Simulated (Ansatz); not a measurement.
An input meant for [10]phenacene, `c1ccc2c(c1)ccc1c2ccc2c1ccc1c2ccc2c3ccc4c5ccc6ccccc6c5ccc4c3ccc12` (charge 0, singlet).

```yaml
crystal:
  periodic: [false, false, false]
  atoms:
    - {symbol: C, position_ang: [-11.145056, -0.167556, -0.026013]}
    - {symbol: C, position_ang: [-10.512409, -0.943071, 0.966929]}
    - {symbol: C, position_ang: [-9.130340, -0.986060, 1.051404]}
    - {symbol: C, position_ang: [-8.312508, -0.258763, 0.150990]}
    - {symbol: C, position_ang: [-8.961757, 0.526034, -0.854019]}
    - {symbol: C, position_ang: [-10.376611, 0.554356, -0.920514]}
    - {symbol: C, position_ang: [-8.165231, 1.269294, -1.775196]}
    - {symbol: C, position_ang: [-6.798247, 1.245604, -1.715702]}
    - {symbol: C, position_ang: [-6.101589, 0.477137, -0.730218]}
    - {symbol: C, position_ang: [-6.861996, -0.277751, 0.206577]}
    - {symbol: C, position_ang: [-6.161337, -1.038793, 1.182724]}
    - {symbol: C, position_ang: [-4.790032, -1.060458, 1.239223]}
    - {symbol: C, position_ang: [-3.990482, -0.321420, 0.322931]}
    - {symbol: C, position_ang: [-4.654985, 0.454295, -0.670240]}
    - {symbol: C, position_ang: [-3.851684, 1.193462, -1.585833]}
    - {symbol: C, position_ang: [-2.481201, 1.172610, -1.530266]}
    - {symbol: C, position_ang: [-1.778698, 0.410224, -0.553635]}
    - {symbol: C, position_ang: [-2.542951, -0.343301, 0.380929]}
    - {symbol: C, position_ang: [-1.840547, -1.105713, 1.357421]}
    - {symbol: C, position_ang: [-0.469718, -1.126836, 1.412623]}
    - {symbol: C, position_ang: [0.331736, -0.387443, 0.496640]}
    - {symbol: C, position_ang: [1.778727, -0.409540, 0.554620]}
    - {symbol: C, position_ang: [2.481311, -1.172710, 1.530602]}
    - {symbol: C, position_ang: [3.851803, -1.193839, 1.585857]}
    - {symbol: C, position_ang: [4.655024, -0.453851, 0.670827]}
    - {symbol: C, position_ang: [6.101666, -0.476940, 0.730446]}
    - {symbol: C, position_ang: [6.798468, -1.246289, 1.715166]}
    - {symbol: C, position_ang: [8.165463, -1.270516, 1.774013]}
    - {symbol: C, position_ang: [8.961883, -0.527266, 0.852734]}
    - {symbol: C, position_ang: [10.376758, -0.556629, 0.918161]}
    - {symbol: C, position_ang: [11.145036, 0.165051, 0.023317]}
    - {symbol: C, position_ang: [10.512261, 0.941615, -0.968698]}
    - {symbol: C, position_ang: [9.130149, 0.985760, -1.052009]}
    - {symbol: C, position_ang: [8.312494, 0.258596, -0.151365]}
    - {symbol: C, position_ang: [6.861917, 0.278543, -0.205951]}
    - {symbol: C, position_ang: [6.161149, 1.041105, -1.180846]}
    - {symbol: C, position_ang: [4.789845, 1.063058, -1.236954]}
    - {symbol: C, position_ang: [3.990450, 0.322810, -0.321500]}
    - {symbol: C, position_ang: [2.542893, 0.344504, -0.379563]}
    - {symbol: C, position_ang: [1.840505, 1.107029, -1.355962]}
    - {symbol: C, position_ang: [0.469690, 1.127867, -1.411323]}
    - {symbol: C, position_ang: [-0.331736, 0.388288, -0.495470]}
    - {symbol: H, position_ang: [-12.236628, -0.138673, -0.086418]}
    - {symbol: H, position_ang: [-11.115418, -1.515947, 1.677151]}
    - {symbol: H, position_ang: [-8.674539, -1.596961, 1.832484]}
    - {symbol: H, position_ang: [-10.850655, 1.161819, -1.697881]}
    - {symbol: H, position_ang: [-8.671692, 1.866270, -2.539836]}
    - {symbol: H, position_ang: [-6.236015, 1.831499, -2.443410]}
    - {symbol: H, position_ang: [-6.718614, -1.626703, 1.913391]}
    - {symbol: H, position_ang: [-4.315638, -1.665046, 2.012849]}
    - {symbol: H, position_ang: [-4.324417, 1.798831, -2.359704]}
    - {symbol: H, position_ang: [-1.928069, 1.762107, -2.262140]}
    - {symbol: H, position_ang: [-2.393555, -1.695196, 2.089389]}
    - {symbol: H, position_ang: [0.004565, -1.731974, 2.185913]}
    - {symbol: H, position_ang: [1.928196, -1.762876, 2.261950]}
    - {symbol: H, position_ang: [4.324670, -1.800133, 2.358922]}
    - {symbol: H, position_ang: [6.236302, -1.832383, 2.442759]}
    - {symbol: H, position_ang: [8.672088, -1.868079, 2.538093]}
    - {symbol: H, position_ang: [10.850959, -1.164747, 1.694915]}
    - {symbol: H, position_ang: [12.236638, 0.135306, 0.082815]}
    - {symbol: H, position_ang: [11.115181, 1.514430, -1.679039]}
    - {symbol: H, position_ang: [8.674137, 1.597221, -1.832520]}
    - {symbol: H, position_ang: [6.718350, 1.629969, -1.910790]}
    - {symbol: H, position_ang: [4.315279, 1.668856, -2.009517]}
    - {symbol: H, position_ang: [2.393446, 1.696839, -2.087706]}
    - {symbol: H, position_ang: [-0.004659, 1.733100, -2.184493]}
basis:
  gaussian: {orbitals: "6-31G*", fitting: {mean_field: def2-universal-jkfit}}
magnetization: {spin_polarized: true, initial_magnetization: 1}
hamiltonian: {xc: {name: r2SCAN}, dispersion: d3bjatm}
scf: {omitted_lower_state_checks: [starts]}
output: {forces: true}
```

```sh
$ ansatz run in.yaml --threads 2 --pin off --events-out ev --progress --plain --max-ram 22528MiB --backend cuda --devices 0, --max-vram 18GiB
```

Output, abridged:

```
Error: a molecule whose nuclei and cores have a total charge of 276 cannot have a net charge of 0 together with 1 unpaired electrons
```

Task: What is wrong with this run?

Result: The number of unpaired electrons doesn't fit the electron count. The input was rejected before any iteration.
